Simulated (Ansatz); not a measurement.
# Relaxing a trial structure of AlBGeH4

The starting geometry of this gas-phase singlet was optimised with GFN2-xTB.

```tsv
atom	x (Å)	y (Å)	z (Å)
Al	-0.6806	1.5509	2.4624
B	-1.5066	0.9568	0.5322
Ge	-2.6212	0.1836	2.0516
H	-0.3887	0.5876	0.2926
H	-1.9717	1.6225	-0.3269
H	0.2411	2.6728	3.0916
H	-0.5690	-0.0422	2.9874
```

Question: Predict what it relaxes into with PBE0-D3(BJ)/def2-SVP.

Answer: New bonds form, giving a structure with H4 bridging Al1 and B2, H7 bridging Al1 and Ge3, given below by its coordinates. Contacts that close: Al1–H4 (2.39 → 1.89 Å), Ge3–H7 (2.27 → 1.76 Å).

The energy falls by 0.71 eV over 14 steps:

| step | E − E(last) (eV) |
| --- | --- |
| 1 | 0.711 |
| 2 | 0.458 |
| 4 | 0.135 |
| 5 | 0.054 |
| 7 | 0.016 |
| 8 | 0.009 |
| 10 | 0.000 |
| 11 | 0.000 |
| 13 | 0.000 |
| 14 | 0.000 |

Final geometry (Å):

```yaml
atoms:
  - { symbol: Al, position_ang: [-0.5848, 1.4835, 2.3364] }
  - { symbol: B, position_ang: [-1.4609, 1.0121, 0.5803] }
  - { symbol: Ge, position_ang: [-2.4303, -0.0893, 1.9944] }
  - { symbol: H, position_ang: [-0.3879, 1.6573, 0.4668] }
  - { symbol: H, position_ang: [-2.0853, 1.0826, -0.4440] }
  - { symbol: H, position_ang: [0.6811, 2.2247, 2.9018] }
  - { symbol: H, position_ang: [-1.2285, 0.1609, 3.2553] }
```

Frequencies at the end are all real (lowest 133 cm⁻¹). Run with Ansatz 0.2.0, 44 s on 1 thread of Arm Neoverse V1, on a shared host.
